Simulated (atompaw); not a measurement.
**Building the PAW (atompaw) potential for iridium (Ir) (LDA (PW92), scalar-relativistic).**

atompaw 4.2.0.5 input, output lines left out:

```
Ir 77
LDA-PW scalarrelativistic loggrid 2001 logderivrange -9 5 351
6 6 5 4 0 0
6 1 0
5 2 7
0 0 0
c
c
c
c
v
v
c
c
c
v
v
c
c
v
c
2
2.20 1.60 1.70 2.15
n
n
y
1.3
n
custom rrkj gramschmidtortho sinc
3 0.5 vpsmatchnc
1.75
2.20
1.25
2.15
2.20
2.20
```

All-electron outer shells of the reference configuration (LDA (PW92), scalar-relativistic, ld1.x):

```csv
shell,level (eV),outermost node (bohr),outermost maximum (bohr)
4d,-290.87,0.21,0.42
5s,-98.30,0.50,0.89
4f,-62.54,–,0.39
5p,-54.92,0.54,1.01
5d,-7.36,0.59,1.31
6s,-6.58,1.17,2.38
6p,-1.35,1.39,3.43
```

(1) Does the generator finish with these settings?

Answers

(1) No. atompaw 4.2.0.5 stopped with "atompaw: The overlap operator has at least one negative eigenvalue!": the overlap operator built from these waves and projectors is not positive definite.
